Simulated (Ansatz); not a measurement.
The cluster Mg3Cl4⁺, relaxed as a doublet with UKS PBE0-D4/def2-SVP in Ansatz, starting from the GFN2-xTB geometry. Force threshold 0.02 eV/Å.

Another isomer (doublet) lies 1.58 eV lower at PBE0-D4/def2-TZVP; other spin states weren't run for this one.

Start:

```xyz
7

Mg    0.773    0.237   -0.824
Mg   -1.160    2.232    0.030
Mg    0.758   -2.339    0.499
Cl    0.054    2.047   -1.839
Cl   -0.029   -3.839    1.724
Cl    2.274   -1.368   -0.827
Cl   -2.670    3.029    1.237
```

Task: Estimate the energy that the relaxation releases and the steps that it takes.

Result: 26.1 kcal/mol, in 32 steps; 2 min on 4 threads of Arm Neoverse V1 on a shared host. The force fell under the threshold at step 30, but the optimiser went on. No frequencies were taken in this run, so the end may be a saddle point.

Task: Does the start keep its bonding?

Result: By distances, no bond broke or formed, bridged metal pairs apart. The bond that changes most is Mg1–Cl4, from 2.20 to 2.55 Å (atoms count from 1). Metal–metal contacts that move far: Mg1–Mg3 2.90 to 4.49 Å, Mg1–Mg2 2.91 to 4.49 Å.

Task: Predict the relaxed structure.

Result: 
Cartesian coordinates in Å:
```
Mg -0.6419 -0.1133 1.3114
Mg -1.4930 3.7982 -0.7192
Mg 1.7439 -3.7525 0.2168
Cl -0.5654 1.7191 -0.4601
Cl 2.5027 -5.7549 0.5580
Cl 0.8814 -1.6459 -0.0427
Cl -2.4278 5.7492 -0.8642
```
Bond lengths (bridged metal pairs left out): 6 × Cl–Mg 2.17 to 2.55 Å.
